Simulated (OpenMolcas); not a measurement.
Computed levels of 2s2 2p2 in ions with 6 electrons, in cm-1 above 3P0.

| Property | Result |
| --- | --- |
| Program | OpenMolcas 26.06 |
| Method | CASSCF |
| Basis | ANO-RCC-VQZP |
| Scalar Hamiltonian | DKH2, point nucleus |
| Spin-orbit coupling | state interaction with AMFI integrals over the reference wave functions, term energies averaged over their components |

Active space for each ion: 2 electrons in 3 orbitals (2p).

```json
{"Level": "3P1", "C": "15.7", "N+": "47.7", "F3+": "222"}
{"Level": "3P2", "C": "46.9", "N+": "142", "F3+": "653"}
{"Level": "1D2", "C": "12625", "N+": "17800", "F3+": "27882"}
{"Level": "1S0", "C": "30969", "N+": "43858", "F3+": "68610"}
```

Q: Estimate 3P2, 1D2, 1S0 for O2+ from its neighbours N+ and F3+.

A: 3P2 is fine structure, which grows about as the fourth power of a screened charge, so the fourth roots are averaged: ((142^0.25 + 653^0.25) / 2)^4 = 327. The calculation gives 328, so the estimate is off by -0.3 %.
1D2 is another term, which grows about linearly with the charge: (17800 + 27882) / 2 = 22841. The calculation gives 22850, so the estimate is off by 0 %; the measured value is 20273 (Moore, Selected Tables of Atomic Spectra, NSRDS-NBS 3, section 11).
1S0 is another term, which grows about linearly with the charge: (43858 + 68610) / 2 = 56234. The calculation gives 56328, so the estimate is off by -0.2 %; the measured value is 43186 (Moore, Selected Tables of Atomic Spectra, NSRDS-NBS 3, section 11).

With the s shell closed, the reference lacks s² → p² mixing. Without dynamic correlation excited terms often stand tens of per cent too high (terms of higher spin than the ground term too low), and those without a measured partner can miss by more than the paired ones (holds for C; N+). Computed and measured levels are paired by configuration, term and J; levels that our copy of the source lacks, or whose pairing is in doubt (as where it misses far off the trend of its configuration), stay unpaired and out of the deviations. Only configurations of the active space appear.
